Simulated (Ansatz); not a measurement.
`[NH2][InH][SnH2][OH]`, charge 0, multiplicity 1.

Task: Give a relaxed structure at PBE0-D4/def2-TZVP (Ansatz). (Best estimate.)

Result: Computed: 
```xyz
10

N     1.857   -0.587    1.744
In    0.011    0.034    1.255
Sn   -0.639   -0.133   -1.433
O    -1.604    1.519   -1.955
H     2.240   -0.535    2.673
H     2.553   -0.878    1.078
H    -0.949    0.578    2.575
H    -1.665   -1.452   -1.841
H     0.687   -0.108   -2.510
H    -2.489    1.563   -1.586
```
This is one stationary point; other conformers may exist.
